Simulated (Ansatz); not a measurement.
Program: Ansatz. Geometries: PBE0-D4/def2-TZVP. ΔE: electronic, gas phase. CCSD(T)/CBS is the MP2 limit (def2-TZVPP, def2-QZVPP) plus CCSD(T) − MP2 in def2-TZVPP, frozen cores. This one scheme is used for every species. Functionals use def2-TZVPP. One conformer a species, not always the lowest.

Consider the ligand exchange at a P–N bond: `OC(O)=NP` + `C[SiH2]O` → `C[SiH2]OP` + `N=C(O)O`.

| species | PBE energy (Eh) |
| --- | --- |
| `OC(O)=NP` | -586.76132 |
| `C[SiH2]O` | -406.24600 |
| `C[SiH2]OP` | -748.04828 |
| `N=C(O)O` | -244.95634 |

(1) Work out ΔE.

Largest T1 diagnostic among the species: 0.014.

## Answers

(1) ΔE = (-748.04828) + (-244.95634) − (-586.76132) − (-406.24600) = 0.00270 Eh = +0.07 eV. CCSD(T)/CBS gives -0.03 eV.

In def2-TZVPP, CCSD(T) changes the Hartree–Fock value by +0.13 eV (the triples alone add +0.04 eV) and MP2 by +0.18 eV.
